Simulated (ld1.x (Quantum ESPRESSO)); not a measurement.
# Before and after: TM potential for In (Z = 49)

```
Element                 : indium (In)
Generator               : ld1.x (Quantum ESPRESSO) 7.5
Type                    : norm-conserving Troullier–Martins (Kleinman–Bylander form)
Functional              : PBE
Relativity              : scalar-relativistic
Frozen core             : [Kr]
Valence charge          : 13
Reference configuration : 4d10 5s1.75 5p1.25
Partial waves           : 5p (bound): rc 1.95 bohr; 4d (bound): rc 1.20 bohr; 5s (bound): rc 2.15 bohr
Local potential         : the s channel
Core correction         : none
```

All-electron outer shells of the reference configuration (PBE, scalar-relativistic, ld1.x):

| shell | level (eV) | outermost node (bohr) | outermost maximum (bohr) |
| --- | --- | --- | --- |
| 4s | -120.10 | 0.41 | 0.77 |
| 4p | -78.57 | 0.42 | 0.82 |
| 4d | -19.05 | 0.40 | 0.94 |
| 5s | -8.47 | 1.02 | 2.16 |
| 5p | -2.70 | 1.14 | 2.85 |

Change: functional BP86.

Cutoffs: the cutoffs (Ry, on a coarse ladder) from which the occupation-weighted sum of valence levels, in a spherical-Bessel basis at the reference potential, stays within 10 and 1 mRy of its value at 400 Ry; they do not see the model core or the augmentation charge, which bear on the density cutoff. Errors are all-electron minus pseudo energies relative to the spin-unpolarised reference configuration.

**Question.** What does the change do?

**Answer.** The potential gets neither clearly harder nor softer (90 Ry and 140 Ry → 90 Ry and 160 Ry); of the 7 tests that both files solve, the error grows in 1 and shrinks in 3 by more than 15 % and 0.3 meV (median size 1.8 → 0.8 meV); neither file shows a bound ghost.

```csv
quantity,base,changed
"cutoff, loose",90 Ry,90 Ry
"cutoff, tight",140 Ry,160 Ry
loose cutoff by channel (10 mRy a level),"p 21 Ry, d 70 Ry, s 8 Ry","p 21 Ry, d 80 Ry, s 8 Ry"
bound ghosts,none,none
"error for 4d10 5s2 5p1, meV [ΔE -1.43 → -1.44 eV]",+0.3,+0.2
"error for 4d10 5s2 5p0, meV [ΔE 3.93 → 4.07 eV]",+0.6,-0.9
"error for 4d10 5s1 5p0, meV [ΔE 23.17 → 23.51 eV]",+12,-6.1
"error for 4d10 5s0 5p3, meV [ΔE 10.51 → 10.56 eV]",+4.2,+0.8
"error for 4d9 5s2 5p2, meV [ΔE 16.87 → 16.80 eV]",-240,-239
"error for 4d10 5s1 5p2, meV [ΔE 4.41 → 4.43 eV]",+0.2,-0.3
"error for 4d10 5s1 5p1, meV [ΔE 10.52 → 10.72 eV]",+1.8,-0.5
s: phases at 2.34 bohr within 0.05 rad from the reference energy up to (Ry; the scan ends near 5),3.4,3.4
p: phases at 2.34 bohr within 0.05 rad from the reference energy up to (Ry; the scan ends near 5),4.8,4.8
d: phases at 2.34 bohr within 0.05 rad from the reference energy up to (Ry; the scan ends near 5),0.6,0.6
```
